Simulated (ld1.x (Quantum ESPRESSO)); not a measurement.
## What one change does to a pseudopotential (vanadium, RRKJ)

| Property | Result |
| --- | --- |
| Element | V |
| Generator | ld1.x (Quantum ESPRESSO) 7.5 |
| Type | norm-conserving RRKJ (Kleinman–Bylander form) |
| Functional | PW91 |
| Relativity | scalar-relativistic |
| Frozen core | [Ar] |
| Valence charge | 5 |
| Reference configuration | 3d4 4s1 4p0 |
| Partial waves | 4p (bound, empty): rc 2.70 bohr; 3d (bound): rc 1.75 bohr; 4f channel at 0.25 Ry: rc 2.45 bohr; 4s (bound): rc 2.15 bohr |
| Local potential | the s channel |
| Core correction | none |
| rho0 | 0.005 |

All-electron outer shells of the reference configuration (PW91, scalar-relativistic, ld1.x):

| shell | level (eV) | outermost node (bohr) | outermost maximum (bohr) |
| --- | --- | --- | --- |
| 3s | -66.57 | 0.38 | 0.82 |
| 3p | -40.56 | 0.35 | 0.85 |
| 4s | -3.91 | 1.18 | 2.90 |
| 3d | -2.48 | – | 0.92 |
| 4p | -1.09 | 1.32 | 4.01 |

Change: wave 3d (bound): rc 1.75 bohr becomes 3d (bound): rc 1.20 bohr.

Cutoffs: the cutoffs (Ry, on a coarse ladder) from which the occupation-weighted sum of valence levels, in a spherical-Bessel basis at the reference potential, stays within 10 and 1 mRy of its value at 400 Ry; they do not see the model core or the augmentation charge, which bear on the density cutoff. Errors are all-electron minus pseudo energies relative to the spin-unpolarised reference configuration.

Q: Predict the effect on cutoff, ghosts and configuration errors.

A: The potential gets harder (50 Ry and 70 Ry → 100 Ry and 120 Ry); of the 7 tests that both files solve, the error grows in 6 and shrinks in 1 by more than 15 % and 0.3 meV (median size 91.8 → 128.8 meV); neither file shows a bound ghost. A smaller radius makes the pseudo-wave follow the all-electron one further in, where it bends more sharply, so more plane waves are needed.

| quantity | base | changed |
| --- | --- | --- |
| cutoff, loose | 50 Ry | 100 Ry |
| cutoff, tight | 70 Ry | 120 Ry |
| loose cutoff by channel (10 mRy a level) | d 50 Ry, s 6 Ry | d 90 Ry, s 6 Ry |
| bound ghosts | none | none |
| error for 3d3 4s2 4p0, meV [ΔE -0.57 eV] | -92 | -147 |
| error for 3d3 4s1 4p0, meV [ΔE 7.22 eV] | -93 | -129 |
| error for 3d3 4s0 4p0, meV [ΔE 21.54 eV] | -33 | -48 |
| error for 3d4 4s0 4p0, meV [ΔE 6.64 eV] | +19 | +10.0 |
| error for 3d3 4s0 4p1, meV [ΔE 11.33 eV] | -136 | -164 |
| error for 3d3 4s1 4p1, meV [ΔE 2.79 eV] | -125 | -169 |
| error for 3d3.5 4s1.5 4p0, meV [ΔE -0.52 eV] | -21 | -31 |
| s: phases at 2.95 bohr within 0.05 rad from the reference energy up to (Ry; the scan ends near 5) | 1.6 | 1.6 |
| p: phases at 2.95 bohr within 0.05 rad from the reference energy up to (Ry; the scan ends near 5) | 4.2 | 4.2 |
| d: phases at 2.95 bohr within 0.05 rad from the reference energy up to (Ry; the scan ends near 5) | 0.6 | 0.6 |
| f: phases at 2.95 bohr within 0.05 rad from the reference energy up to (Ry; the scan ends near 5) | 4.8 | 4.8 |
